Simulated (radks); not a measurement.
Task: These are the eigenvalues of the occupied orbitals of an atom or ion with whole-number occupations (eV). Method: Dirac Kohn-Sham, PBE, spin-unpolarised, spherical densities, point nucleus; computed with a radial shooting solver on a logarithmic mesh with Libxc functionals.

1s1/2: -12953.53
2s1/2: -2062.939
2p1/2: -1898.635
2p3/2: -1856.730
3s1/2: -604.2302
3p1/2: -547.7982
3p3/2: -540.0699
3d3/2: -447.9230

Which element is it, and in what charge state? The configuration may be excited. Open shells, if any, fill j = l - 1/2 first.

Result: Z = 34, selenium, charge +14: Se14+ in [Ar] 3d2. The list shows which subshells hold electrons but not how many an open one holds; the 1s level, -476.03 hartree, gives Z - s = 30.9 by -(Z - s)^2/2, which with screening and relativity narrows Z to a few neighbours, and the depths of the outer levels then fix element, charge and occupations together.
